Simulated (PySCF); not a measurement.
**Dipole response of P⁻ (phosphorus, charge -1)**

[Ne] 3s2 3p4, high-spin 3P determinant. Computed with PySCF 2.14 in aug-cc-pwCVTZ, with no relativity, point nucleus. Coupled (time-dependent) response in atomic units; α is the mean over directions.

```
method  mean α (bohr³)         α xx, yy, zz  C₆ (like pair)  S(−4)
   UHF           63.42  51.34, 87.59, 51.34           732.8   1724
```

S(−4) is the Cauchy moment in α(ω) = α(0) + S(−4) ω² + …

α(iu) at UHF:

```tsv
u (hartree)	α(iu) (bohr³)
0	63.42
0.0500	59.62
0.100	51.78
0.200	36.80
0.300	26.14
0.500	14.24
0.750	7.788
1.00	4.852
1.50	2.405
2.00	1.450
3.00	0.7188
5.00	0.3084
```

A single London oscillator, α(iu) = α/(1 + u²/ω²), gives C₆ = (3/4) ω α². Matching the computed C₆ needs ω = 4 × 732.8 / (3 × 63.42²) = 0.243 hartree.

For an ion, C₆ is the dispersion term alone; charge-induced terms of lower order in 1/R come first.

The components differ because the open shell of this determinant is not spherical; for a pure term their mean is the scalar polarisability.
